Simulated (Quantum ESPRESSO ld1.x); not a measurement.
Ru+, 43 electrons, occupied as [Kr] 4d7 (the NIST ground configuration).

All-electron calculation, Dirac Kohn-Sham, PBE, spin-unpolarised, spherical densities, point nucleus; open shells fill j = l - 1/2 first. Program: ld1.x of Quantum ESPRESSO 7.5.

Energy parts (eV):
part                   energy
total                 -123303
kinetic                128313
electron-nucleus      -297981
Hartree                 49998
exchange-correlation    -3633

Orbitals (lengths in bohr, moments of r in powers of bohr; r(max) is where P^2 peaks):
orbital  occ.  eigenvalue (eV)  r(max)      <r>      <r^4>
1s1/2       2         -21933.4   0.022  0.03343  5.908e-06
2s1/2       2         -3158.96   0.123   0.1453   0.001074
2p1/2       2         -2919.39   0.096   0.1236  0.0007079
2p3/2       4         -2788.46   0.100   0.1284  0.0008016
3s1/2       2         -562.268   0.362   0.4024    0.05312
3p1/2       2         -469.338   0.348   0.3956    0.05397
3p3/2       4         -447.125   0.359   0.4063    0.05974
3d3/2       4         -282.682   0.299   0.3821    0.05851
3d5/2       6         -278.355   0.304   0.3856    0.06045
4s1/2       2         -83.6535   0.916    1.020      2.110
4p1/2       2         -56.0705   0.968    1.109      3.172
4p3/2       4         -52.7030   0.992    1.140      3.555
4d3/2       4         -12.6949    1.21    1.631      22.44
4d5/2       3         -12.3637    1.22    1.654      23.82

The highest occupied level is 4d5/2 at -12.364 eV. For comparison, the ionisation energy in NIST's Atomic Spectra Database is 16.8 eV (semi-empirical). In exact Kohn-Sham theory the highest level is minus the ionisation energy, but local and semilocal functionals leave it too shallow, through self-interaction and a potential that decays too fast; potentials with the right tail come closer.

Beside tabulated values, note that spin-unpolarised runs miss the spin-polarisation part of the exchange energy of open shells.
